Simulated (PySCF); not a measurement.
Computed with TPSSh-D3(BJ)/def2-TZVP // B3LYP-D3(BJ)/def2-TZVP (PySCF). All species are isolated molecules in the gas phase. Excitations are Tamm–Dancoff values on a coarser integration grid. The basis has no diffuse functions, so Rydberg states are missing or too high.

Reference species (SMILES): `C=C1c2ssc21` (neutral, multiplicity 1).

The HOMO is -6.24 eV, the S1–T1 gap (TDA) is 0.57 eV and the HOMO–LUMO gap is 3.25 eV. The dipole moment is 0.82 D.

After one change: the HOMO increases by 0.13 eV; the S1–T1 gap (TDA) falls by 0.10 eV; the HOMO–LUMO gap increases by 0.10 eV; the dipole moment increases by 2.97 D.

Which change was made? The new species is one of these.
A. `C1=Cc2ssc21`
B. `S=c1ccc1=S`
C. `S=c1c2c1SC2`

C, `S=c1c2c1SC2`
